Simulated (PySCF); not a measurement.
CH₃ClF₂Ge, SMILES [Cl][Ge]([CH3])([F])[F]. Coordinates come from a PBE-D3(BJ)/def2-SVP optimisation. This is a generated structure with no PubChem entry under its InChIKey; it may be hypothetical.

Computed equilibrium geometry at PBE-D3(BJ)/def2-SVP (PySCF confirms it by a frequency run) as bond lengths and angles, and its point group:
point group Cs.
Atoms: C1 Ge2 F3 F4 Cl5 H6 H7 H8. Bond lengths (Å): C1–Ge2 1.933, C1–H6 1.106, C1–H7 1.106, C1–H8 1.106, Ge2–F3 1.744, Ge2–F4 1.744, Ge2–Cl5 2.151. Angles (°): Ge2–C1–H6 109.1, Ge2–C1–H7 109.1, Ge2–C1–H8 109.0, H6–C1–H7 109.7, H6–C1–H8 110.0, H7–C1–H8 110.0, C1–Ge2–F3 111.5, C1–Ge2–F4 111.5, C1–Ge2–Cl5 114.2, F3–Ge2–F4 104.5, F3–Ge2–Cl5 107.3, F4–Ge2–Cl5 107.3.
Charge 0, spin multiplicity 1.
